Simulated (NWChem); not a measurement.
System: C$_{2}$H$_{3}$O$_{3}$, doublet; SMILES COC([O])=O

Output (shortened):

```
             Northwest Computational Chemistry Package (NWChem) 7.3.0
             --------------------------------------------------------

                             Geometry "geometry" -> ""
                             -------------------------

 Output coordinates in angstroms (scale by  1.889725989 to convert to a.u.)

  No.       Tag          Charge          X              Y              Z
 ---- ---------------- ---------- -------------- -------------- --------------
    1 C                    6.0000     0.08583900     1.79784600    -0.08343900
    2 O                    8.0000    -0.64973400     0.57293800    -0.30723800
    3 C                    6.0000    -0.03715100    -0.54373500     0.05244400
    4 O                    8.0000    -0.61898900    -1.65488000    -0.11301300
    5 O                    8.0000     1.10470400    -0.60729500     0.55920500
    6 H                    1.0000     1.01826400     1.79276700    -0.65303600
    7 H                    1.0000     0.30092200     1.92513200     0.98024300
    8 H                    1.0000    -0.57222200     2.59060800    -0.43670800

 Effective nuclear repulsion energy (a.u.)     174.3836321948

                                 NWChem DFT Module
                                 -----------------

 Summary of "ao basis" -> "ao basis" (spherical)
 ------------------------------------------------------------------------------
       Tag                 Description            Shells   Functions and Types
 ---------------- ------------------------------  ------  ---------------------
 C                          def2-svp                 6       14   3s2p1d
 O                          def2-svp                 6       14   3s2p1d
 H                          def2-svp                 3        5   2s1p

 in cosmo_initialize ...
 calling solv_data for solv:h2o

 solvent parameters
 solvname_short: h2o
 solvname_long:  water
 dielec:       78.4000
 dielecinf:     1.7769
 aqueous SMD model solvent descriptors
 dielec:       78.4000
 sola:          0.8200

          ---------------
          -cosmo- solvent
          ---------------
 Cosmo: York-Karplus, doi: 10.1021/jp992097l
 dielectric constant -eps-     =  78.40
 screen = (eps-1)/(eps    )    =   0.98724
 surface charge correction     = lagrangian

   van der Waals surface
 --------------------------

 ---------- ATOMIC COORDINATES (A.U.) ------------ VDWR(ANG.) --
     1    0.16221219    3.39743631   -0.15767685     1.850
     2   -1.22781923    1.08269583   -0.58059563     1.520
     3   -0.07020521   -1.02751016    0.09910479     1.850
     4   -1.16971960   -3.12726974   -0.21356360     1.520
     5    2.08758786   -1.14762114    1.05674422     1.520
     6    1.92423994    3.38783839   -1.23405910     1.200
     7    0.56866012    3.63797197    1.85239067     1.200
     8   -1.08134278    4.89553926   -0.82525846     1.200
 number of segments per atom =        128
 number of   points per atom =        128
 atom (   nspa,  nppa )
 ----------------------
    1 (     65,     0 )       0
    2 (     45,     0 )       0
    3 (     54,     0 )       0
    4 (     78,     0 )       0
    5 (     74,     0 )       0
    6 (     55,     0 )       0
    7 (     51,     0 )       0
    8 (     54,     0 )       0
 number of -cosmo- surface points =      476
 molecular surface =     91.199 angstrom**2
 molecular volume  =     66.225 angstrom**3
 -lineq- algorithm             =   0
 -bem- low  level              =   3
 -bem- from -octahedral-
 gaussian surface charge width =   4.50000
 degree of switching           =   1.00000
 switching function tolerance  =   0.00010
 atomic radii =
 --------------
    1  6.000  1.850
    2  8.000  1.520
    3  6.000  1.850
    4  8.000  1.520
    5  8.000  1.520
    6  1.000  1.200
    7  1.000  1.200
    8  1.000  1.200
 ...... end of -cosmo- initialization ......

 nat:                     8
 ixmem:                  3618
 calling mnsol_interface()
 G(SMD-CDS) energy (kcal/mol)  =     5.096
 SMD-CDS SASA (angstrom**2)    =   120.017

[...]

                                COSMO-SMD solvation results
                                ---------------------------

             internal energy in gas <Psi(g)|H|Psi(g)> =      -303.336835398514
         internal energy in solvent <Psi(s)|H|Psi(s)> =      -303.335262343731
                               delta internal energy  =         0.001573054783 (    0.99 kcal/mol)
   total free energy in solvent <Psi(s)|H+V/2|Psi(s)> =      -303.348540503074
 polarization energy contribution <Psi(s)|V/2|Psi(s)> =        -0.013278159343 (   -8.33 kcal/mol)
    total free energy in solvent including G(SMD-CDS) =      -303.340420212126
                       G(SMD-CDS) energy contribution =         0.008120290948 (    5.10 kcal/mol)
     1 M fixed-concentration free energy of solvation =        -0.003584813611 (   -2.25 kcal/mol)

                    DFT Final Alpha Molecular Orbital Analysis
                    ------------------------------------------

 Vector   18  Occ=1.000000D+00  E=-4.398914D-01
              MO Center=  4.7D-01, -3.5D-01,  2.6D-01, r^2= 2.1D+00
   Bfn.  Coefficient  Atom+Function         Bfn.  Coefficient  Atom+Function
  ----- ------------  ---------------      ----- ------------  ---------------
    61      0.546324  5 O  py                64      0.368057  5 O  py
    18     -0.279515  2 O  px                46      0.227022  4 O  px
    21     -0.209145  2 O  px                49      0.152055  4 O  px
    20     -0.125699  2 O  pz                48      0.099369  4 O  pz
    23     -0.094067  2 O  pz                 4      0.091986  1 C  px

 Vector   19  Occ=1.000000D+00  E=-4.383458D-01
              MO Center=  3.1D-01, -9.9D-01,  2.4D-01, r^2= 1.8D+00
   Bfn.  Coefficient  Atom+Function         Bfn.  Coefficient  Atom+Function
  ----- ------------  ---------------      ----- ------------  ---------------
    62     -0.433855  5 O  pz                48      0.413556  4 O  pz
    65     -0.313404  5 O  pz                51      0.300416  4 O  pz
    60      0.190661  5 O  px                46     -0.181405  4 O  px
    63      0.137747  5 O  px                49     -0.131756  4 O  px
     6      0.073547  1 C  pz                34     -0.062394  3 C  pz

 Vector   20  Occ=1.000000D+00  E=-4.140655D-01
              MO Center= -6.4D-02,  8.0D-01, -6.8D-02, r^2= 2.2D+00
   Bfn.  Coefficient  Atom+Function         Bfn.  Coefficient  Atom+Function
  ----- ------------  ---------------      ----- ------------  ---------------
    20      0.440693  2 O  pz                23      0.335964  2 O  pz
     6     -0.242374  1 C  pz                71      0.221638  6 H  s
    76     -0.221559  7 H  s                 62     -0.197119  5 O  pz
    18     -0.193650  2 O  px                65     -0.154188  5 O  pz
    21     -0.147643  2 O  px                48     -0.122129  4 O  pz

 Vector   21  Occ=0.000000D+00  E= 6.536681D-02
              MO Center=  3.6D-02, -4.9D-01,  8.0D-02, r^2= 1.7D+00
   Bfn.  Coefficient  Atom+Function         Bfn.  Coefficient  Atom+Function
  ----- ------------  ---------------      ----- ------------  ---------------
    34      0.579144  3 C  pz                37      0.538803  3 C  pz
    65     -0.324041  5 O  pz                62     -0.290195  5 O  pz
    51     -0.281208  4 O  pz                32     -0.254398  3 C  px
    48     -0.254628  4 O  pz                35     -0.237098  3 C  px
    23     -0.233032  2 O  pz                20     -0.231236  2 O  pz

 Vector   22  Occ=0.000000D+00  E= 1.323346D-01
              MO Center=  3.1D-01,  1.5D+00,  3.4D-02, r^2= 4.7D+00
   Bfn.  Coefficient  Atom+Function         Bfn.  Coefficient  Atom+Function
  ----- ------------  ---------------      ----- ------------  ---------------
     3      2.009984  1 C  s                 72     -1.130873  6 H  s
    77     -1.131023  7 H  s                 31     -1.046659  3 C  s
    82     -0.848547  8 H  s                  8      0.501052  1 C  py
    17      0.496368  2 O  s                  7      0.448017  1 C  px
    59      0.417029  5 O  s                 45      0.353517  4 O  s

 Vector   23  Occ=0.000000D+00  E= 1.591318D-01
              MO Center=  7.9D-02,  1.6D+00, -6.6D-02, r^2= 3.8D+00
   Bfn.  Coefficient  Atom+Function         Bfn.  Coefficient  Atom+Function
  ----- ------------  ---------------      ----- ------------  ---------------
     3      1.866659  1 C  s                 17     -1.097196  2 O  s
    31      0.837434  3 C  s                 82     -0.653321  8 H  s
     8     -0.626331  1 C  py                72     -0.618295  6 H  s
    77     -0.619454  7 H  s                 45     -0.481770  4 O  s
     7     -0.348868  1 C  px                21     -0.287746  2 O  px

                     DFT Final Beta Molecular Orbital Analysis
                     -----------------------------------------

 Vector   17  Occ=1.000000D+00  E=-4.141097D-01
              MO Center=  2.0D-01, -1.0D+00,  2.0D-01, r^2= 1.9D+00
   Bfn.  Coefficient  Atom+Function         Bfn.  Coefficient  Atom+Function
  ----- ------------  ---------------      ----- ------------  ---------------
    48      0.431654  4 O  pz                62     -0.402152  5 O  pz
    51      0.326459  4 O  pz                65     -0.300940  5 O  pz
    46     -0.189245  4 O  px                60      0.176835  5 O  px
    49     -0.143110  4 O  px                63      0.132359  5 O  px
     6      0.074903  1 C  pz                71     -0.059801  6 H  s

[...]
```

Level: M05-2X/def2-SVP, spin-unrestricted, SMD on the gas-phase geometry. Structure relaxed at the B3LYP/6-31G* (spherical d), spin-unrestricted level. No stability test was run on the SCF state. Solvent: water.

Q: Which NWChem input produces such a log?

A: Several could match; the one computed here: the input that was run:
```
start job
memory heap 200 mb stack 900 mb global 1100 mb
geometry units angstroms noautosym nocenter noautoz
  C      0.085839     1.797846    -0.083439
  O     -0.649734     0.572938    -0.307238
  C     -0.037151    -0.543735     0.052444
  O     -0.618989    -1.654880    -0.113013
  O      1.104704    -0.607295     0.559205
  H      1.018264     1.792767    -0.653036
  H      0.300922     1.925132     0.980243
  H     -0.572222     2.590608    -0.436708
end
basis spherical
  C library def2-svp
  O library def2-svp
  H library def2-svp
end
dft
  odft
  mult 2
  xc m05-2x
  iterations 150
end
cosmo
  do_cosmo_smd true
  solvent water
end
task dft energy
```
